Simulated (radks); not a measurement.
Values are calculated unless marked as measured or tabulated.
Bi V, 79 electrons, occupied as [Xe] 4f14 5d10 6s1. Level of theory: Dirac Kohn-Sham, PBE, spin-unpolarised, spherical densities, finite nucleus; Fermi nuclear charge, rms radius 5.5211 fm (a radial shooting solver on a logarithmic mesh with Libxc functionals).

Normalised radial functions P(r) = r R(r) (large component), r in bohr:

r,5p1/2,5d3/2,6s1/2
0.0006971,0.0091,0.0000,0.0316
0.001082,0.0141,0.0000,0.0432
0.001681,0.0221,0.0001,0.0577
0.002609,0.0356,0.0003,0.0744
0.004052,0.0587,0.0008,0.0902
0.006291,0.0976,0.0022,0.0979
0.009768,0.1597,0.0065,0.0849
0.01517,0.2458,0.0185,0.0350
0.02355,0.3285,0.0501,-0.0552
0.03628,0.3198,0.1202,-0.1401
0.05632,0.0861,0.2447,-0.1125
0.08746,-0.3385,0.3606,0.0891
0.1358,-0.4268,0.2540,0.2064
0.2108,0.2749,-0.2152,-0.0962
0.3274,0.6642,-0.5332,-0.2776
0.5083,-0.4018,0.0179,0.2498
0.7893,-1.2630,0.8795,0.3611
1.226,-0.7484,0.9616,-0.4667
1.903,-0.1462,0.4465,-0.8467
2.931,-0.0079,0.0882,-0.4046
4.551,-0.0001,0.0047,-0.0521

5p1/2: eigenvalue -154.87 eV, 3 radial nodes at r = 0.0620, 0.184, 0.448 bohr, <r> = 0.884 bohr, 90 % of the charge inside 1.27 bohr. 5d3/2: eigenvalue -69.277 eV, 2 radial nodes at r = 0.177, 0.504 bohr, <r> = 1.18 bohr, 90 % of the charge inside 1.76 bohr. 6s1/2: eigenvalue -50.864 eV, 5 radial nodes at r = 0.0183, 0.0741, 0.191, 0.428, 0.980 bohr, <r> = 1.95 bohr, 90 % of the charge inside 2.78 bohr.
